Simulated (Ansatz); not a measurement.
# Relative stability

The two ends of one reaction step of BNH$_{7}$ClO, closed shell (PBE0-D4/def2-TZVP).

A:

B1  (-0.968, -0.716, -0.502)
Cl2  (-1.648, 1.038, -0.480)
H3  (-0.334, -0.910, -1.507)
H4  (-1.850, -1.505, -0.288)
H5  (0.789, -0.046, 0.594)
N6  (0.065, -0.770, 0.726)
H7  (0.490, 1.812, -0.266)
O8  (1.391, 1.617, 0.047)
H9  (0.506, -1.683, 0.781)
H10  (-0.405, -0.589, 1.608)
H11  (1.963, 1.751, -0.712)
(Å)

B:

```tsv
atom	x (Å)	y (Å)	z (Å)
B1	-0.5446	-1.7294	-0.3381
Cl2	-1.0338	2.6053	0.8131
H3	0.0591	-2.7614	-0.3768
H4	-1.2731	-1.3835	-1.2216
H5	1.0473	0.4280	-0.2871
N6	-0.3605	-0.8809	0.7477
H7	0.0606	2.2046	0.1903
O8	1.3482	1.3240	-0.5036
H9	0.1880	-1.1394	1.5525
H10	-0.8919	-0.0315	0.8860
H11	1.4007	1.3641	-1.4623
```

Program: Ansatz 0.2.0. Basis: def2-TZVPP. Cores are frozen in the correlated methods. B3LYP uses VWN-RPA correlation.

(1) Which structure is lower at CCSD(T), and by how much? (Judge from chemistry; the value comes from the calculation.)

T1 diagnostic: at most 0.011.

Results:

(1) By the calculation: A, by 18.53 kcal/mol (electronic energy, against the other). By their contacts, A is a complex of BNH₅Cl ([NH3][BH2][Cl]) + H₂O and B is a complex of BNH₄ ([BH2][NH2]) + HCl + H₂O.

All methods give the same order:

```csv
method,E(B) − E(A) (kcal/mol)
SPW92,23.19
PBE-D4,18.30
BLYP-D4,14.04
r2SCAN-D4,19.00
B97M-V,17.85
PBE0-D4,20.09
B3LYP-D4,15.76
r2SCAN0-D4,20.32
BHLYP-D4,17.34
CAM-B3LYP-D4,16.67
wB97X-V,18.89
wB97M-V,18.44
B2PLYP,16.34
PBE-QIDH,21.12
RPA on PBE,17.38
HF,13.67
MP2,19.78
CCSD,18.04
CCSD(T),18.53
```

Labels in which every atom is bracketed show which atoms are joined, not bond orders.

For scale, one of the runs: CCSD(T)/def2-TZVPP, 233 basis functions (an equivalent command: `ansatz run in.yaml --threads 4`). Time: 88 s of wall clock on 4 CPU threads; the host was shared. Peak host memory: 4.2 GiB.
